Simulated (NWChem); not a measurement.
System: BCl2F; SMILES FB(Cl)Cl

NWChem input:

```
start job
memory heap 200 mb stack 900 mb global 1100 mb
geometry units angstroms noautosym nocenter noautoz
  B      0.000000     0.000000    -0.348930
  F      0.000000     0.000000    -1.659552
  Cl     1.520975     0.000000     0.501866
  Cl    -1.520975     0.000000     0.501866
end
basis spherical
  B library 6-311g**
  F library 6-311g**
  Cl library 6-311g**
end
dft
  xc b3lyp
  iterations 150
end
tddft
  cis
  ecut -23.0
  nroots 6
  notriplet
end
task tddft energy
```

Excerpt of the output:

```
             Northwest Computational Chemistry Package (NWChem) 7.3.0
             --------------------------------------------------------

                             Geometry "geometry" -> ""
                             -------------------------

 Output coordinates in angstroms (scale by  1.889725989 to convert to a.u.)

  No.       Tag          Charge          X              Y              Z
 ---- ---------------- ---------- -------------- -------------- --------------
    1 B                    5.0000     0.00000000     0.00000000    -0.34893000
    2 F                    9.0000     0.00000000     0.00000000    -1.65955200
    3 Cl                  17.0000     1.52097500     0.00000000     0.50186600
    4 Cl                  17.0000    -1.52097500     0.00000000     0.50186600

 Effective nuclear repulsion energy (a.u.)     181.3313094104

                                 NWChem DFT Module
                                 -----------------

 Summary of "ao basis" -> "ao basis" (spherical)
 ------------------------------------------------------------------------------
       Tag                 Description            Shells   Functions and Types
 ---------------- ------------------------------  ------  ---------------------
 B                          6-311g**                 8       18   4s3p1d
 F                          6-311g**                 8       18   4s3p1d
 Cl                         6-311g**                12       26   6s5p1d

            General Information
            -------------------
          SCF calculation type: DFT
          Wavefunction type:  closed shell.
          No. of atoms     :     4
          No. of electrons :    48
           Alpha electrons :    24
            Beta electrons :    24
          Charge           :     0
          Spin multiplicity:     1
          Use of symmetry is: off; symmetry adaption is: off
          Maximum number of iterations: 150
          AO basis - number of functions:    88
                     number of shells:    40
          Convergence on energy requested:  1.00D-06
          Convergence on density requested:  1.00D-05
          Convergence on gradient requested:  5.00D-04

              XC Information
              --------------
                         B3LYP Method XC Potential
                     Hartree-Fock (Exact) Exchange  0.200
                        Slater Exchange Functional  0.800 local
                    Becke 1988 Exchange Functional  0.720 non-local
              Lee-Yang-Parr Correlation Functional  0.810
                  VWN I RPA Correlation Functional  0.190 local

[...]

                                NWChem TDDFT Module
                                -------------------

            General Information
            -------------------
           No. of orbitals :     176
            Alpha orbitals :      88
             Beta orbitals :      88
        Alpha frozen cores :       0
         Beta frozen cores :       0
     Alpha frozen virtuals :       0
      Beta frozen virtuals :       0
         Spin multiplicity :       1
    Number of AO functions :      88
        Use of symmetry is : off
      Symmetry adaption is : off
         Schwarz screening :  0.10D-07

              XC Information
              --------------
                  B3LYP Method XC Potential
              Hartree-Fock (Exact) Exchange   0.20
                 Slater Exchange Functional   0.80 local
             Becke 1988 Exchange Functional   0.72 non-local
       Lee-Yang-Parr Correlation Functional   0.81
           VWN I RPA Correlation Functional   0.19 local

             TDDFT Information
             -----------------
          Calculation type : Tamm-Dancoff TDDFT
         Wavefunction type : Restricted singlets
          No. of electrons :      48
           Alpha electrons :      24
            Beta electrons :      24
              No. of roots :       6
          Max subspacesize :    5200
            Max iterations :     100
               Target root :       1
           Target symmetry : none
             Energy Cutoff :-0.23D+02
      Symmetry restriction : off
                 Algorithm : Optimal
        Davidson threshold :  0.10D-03

    6 smallest eigenvalue differences (eV)
--------------------------------------------------------
  No. Spin  Occ  Vir  Irrep   E(Occ)    E(Vir)   E(Diff)
--------------------------------------------------------
    1    1    3   25 a       -24.722    -0.046   671.461
    2    1    3   26 a       -24.722     0.029   673.514
    3    1    3   27 a       -24.722     0.111   675.756
    4    1    3   28 a       -24.722     0.122   676.055
    5    1    3   29 a       -24.722     0.197   678.092
    6    1    3   30 a       -24.722     0.199   678.138
--------------------------------------------------------

  Entering Davidson iterations
  Restricted singlet excited states

  Iter   NTrls   NConv    DeltaV     DeltaE      Time
  ----  ------  ------  ---------  ---------  ---------
    1      6       0     0.11E+00   0.10+100        8.2
    2     12       0     0.17E-01   0.20E-02        8.2
    3     18       0     0.38E-03   0.24E-04        8.3
    4     24       6     0.20E-04   0.59E-07        8.2
  ----  ------  ------  ---------  ---------  ---------
  Convergence criterion met

  Ground state a       -1045.319514299592 a.u.

  ----------------------------------------------------------------------------
  Root   1 singlet a             24.602122901 a.u.              669.4581 eV
  ----------------------------------------------------------------------------
     Transition Moments    X  0.00000   Y  0.02948   Z  0.00000
     Dipole Oscillator Strength                    0.0142574343
     Electric Quadrupole                           0.0006938600
     Magnetic Dipole                               0.0011369577
     Total Oscillator Strength                     0.0160882520

[...]
```

Level: B3LYP/6-311G** (spherical d), restricted-window TDA. All runs use the structure optimised with PBE0/def2-SVP. The quadrupole and magnetic terms of the printed total strengths depend on the origin.
